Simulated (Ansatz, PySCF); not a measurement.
C3H2, SMILES `[C]=C=C` (excited triplet) (charge 0, multiplicity 3). This triplet is an excited state, 1.26 eV above the relaxed singlet at the level B3LYP-D3(BJ)/def2-TZVP (PySCF).

Cartesian coordinates (Å):
SMILES: [C]=C=C
```xyz
5

C      2.0189     0.1043     0.7051
C      0.7631    -0.1297     0.5681
C     -0.5621    -0.0174     0.3748
H     -1.0277     0.9409     0.1820
H     -1.1921    -0.8981     0.4098
```
Charge 0, spin multiplicity 3.

**Question.** Give the natural occupations of the active orbitals, the CASSCF energy and the corrected energy for Ansatz (a quantum-chemistry and plane-wave program) with frozen-core fic-MRCISD+Q@CASSCF(6e,6o)/cc-pVTZ // B3LYP-D3(BJ)/def2-TZVP.

**Answer.** 
- natural occupations: 1.91, 1.89, 1.00, 1.00, 0.11, 0.09
- CASSCF energy: -114.6755 Ha
- corrected energy: -115.0555 Ha
- weight of the reference: 0.901
